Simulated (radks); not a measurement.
Results of a calculation; reference values are marked as such.
Spherical quantum dot in the effective-mass picture: electrons in a well V = -V0 / (1 + exp((r - R)/a)) with V0 = 32.3, R = 1.88, a = 0.15, all in effective atomic units (hartree* = m*/eps^2 hartree, bohr* = eps/m* bohr), one dielectric constant everywhere. Level of theory: non-relativistic Kohn-Sham, PBEsol, spin-polarised, spherical densities (a radial shooting solver with Libxc functionals). Levels are named by radial order and angular momentum (1s, 1p, 1d, 2s, ...), and open shells are averaged over m. Results are scaled to m* = 0.051 and eps = 14.4, for which hartree* = 6.693 meV and bohr* = 14.94 nm.

N = 10, configuration 1s2 1p6 1d(up 2, down 0). This is the lowest configuration that the search found. Occupied and some empty levels:

| level | occupation | eigenvalue (meV) | <r> (nm) |
|---|---|---|---|
| 1s up | 1 | -154.35 | 15.10 |
| 1s down | 1 | -153.84 | 15.01 |
| 1p up | 3 | -145.94 | 17.10 |
| 1p down | 3 | -145.32 | 17.06 |
| 1d up | 2 | -134.29 | 18.49 |
| 1d down | 0 | -133.62 | 18.47 |
| 2s up | 0 | -124.82 | 13.98 |
| 2s down | 0 | -124.49 | 14.01 |
| 1f up | 0 | -119.96 | 19.58 |
| 1f down | 0 | -119.26 | 19.58 |
| 2p up | 0 | -107.19 | 15.91 |
| 2p down | 0 | -106.80 | 15.92 |

Energy (meV): total -1702.21, kinetic 172.43, external -2093.9, Hartree 265.90, exchange-correlation -46.681.
